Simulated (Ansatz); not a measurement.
Ag2Te⁺, relaxed as a doublet with UKS r2SCAN-D4/def2-TZVP in Ansatz, starting from the r2SCAN-D4/def2-TZVP geometry of the neutral singlet. Force threshold 0.02 eV/Å.

In the def2 sets Ag, Te take a core potential; there is no spin–orbit coupling. The structure comes from a short search, and lower isomers may exist.

Start:

```xyz
3

Ag   -0.5027    0.8707    1.2503
Ag    1.5120   -0.2376   -0.4816
Te   -1.0092   -0.6331   -0.7686
```

(1) Estimate the energy that the relaxation releases and the steps that it takes.

(2) Does the start keep its bonding and symmetry?

(3) Predict the relaxed structure.

Answers

(1) 0.02 eV, in 5 steps; 13 s on 4 threads of Arm Neoverse V2 on a shared host. The force fell under the threshold at step 4, but the optimiser went on. No frequencies were taken in this run, so the end may be a saddle point.

(2) By distances, no bond broke or formed. The bond that changes most is Ag1–Te3, from 2.57 to 2.59 Å (atoms count from 1). Point group C2v at the start, C2v at the end, both within 0.05 Å.

(3) 
```
atom    x (Å)    y (Å)    z (Å)
 Ag1  -0.5983   0.9088   1.3125
 Ag2   1.5828  -0.2911  -0.5626
 Te3  -0.9845  -0.6176  -0.7499
```
Bond lengths (bridged metal pairs left out): 2 × Ag–Te 2.59 Å.
